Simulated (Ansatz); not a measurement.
Basis-set extrapolation for C3H6OSSi, SMILES `C=C=C(O)[SiH2]S` (PBE0-D4/def2-TZVP geometry, frozen core, Ansatz 0.2.0). Multiplicity 1, RHF reference.

|  | def2-TZVPP | def2-QZVPP |
| --- | --- | --- |
| HF | -878.485987 | -878.514610 |
| MP2 correlation | -1.003689 | -1.078424 |
| CCSD(T) correlation | -1.104018 | not run |

Energies in hartree. Use E(X) = E(∞) + A·exp(−7.88·√X) for Hartree–Fock and E(X) = E(∞) + B·X^(−2.97) for correlation, with X = 3 and 4, and add CCSD(T) minus MP2 of the smaller set to the MP2 limit.

Task: What is the CCSD(T) energy at the basis-set limit?

Result: HF limit: -878.514610 + (-0.028623) × 0.13774 = -878.51855. MP2 limit: -1.078424 + (-0.074735) × 0.74074 = -1.13378. Higher-order term: -1.104018 − (-1.003689) = -0.10033. Total: -879.75266 hartree, 427.1 kJ/mol below CCSD(T)/def2-TZVPP.
